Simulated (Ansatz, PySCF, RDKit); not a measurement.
Complex: C2H2 (SMILES C#C) (first 4 atoms) with GeH4 (SMILES [GeH4]); geometry from B3LYP-D3(BJ)/def2-TZVP, rigid monomers moved along the line of their centres of mass till C2···Ge5 is 3.40 Å.
(charge 0, multiplicity 1):
```xyz
9

C      0.609     0.327    -0.005
C     -0.561     0.073    -0.021
H      1.647     0.552     0.014
H     -1.599    -0.152    -0.033
Ge    -0.016    -0.123     3.329
H     -0.951     1.028     2.935
H      1.410     0.181     2.849
H     -0.506    -1.433     2.697
H     -0.012    -0.271     4.861
```

Monomers are frozen at their geometry in the pair; levels with a basis set take the counterpoise correction. Rows marked so take none. RDKit's UFF carries no charges.

Rows in 6-31G* carry no dispersion term and start afresh at each structure (6-31G* with six Cartesian d functions); the Pople sets are all-electron and without relativity.

The values were computed with Ansatz (Gaussian basis) for Hartree–Fock, density functionals and correlated methods; PySCF for 6-31G* rows, the dispersion terms; RDKit for the force fields. Each number belongs to the level named beside it.

Question: One of these levels gives 34.4 meV for the interaction energy. Which one is it?
(A) PBE/def2-TZVPPD
(B) M06-2X/6-31G* (no counterpoise)
(C) PBE-D4/def2-TZVPPD
(D) UFF

Answer: A, PBE/def2-TZVPPD. The others give 10.8 (UFF), -25.8 (PBE-D4/def2-TZVPPD), -79.8 (M06-2X/6-31G* (no counterpoise))

Ansatz is an electronic-structure program.
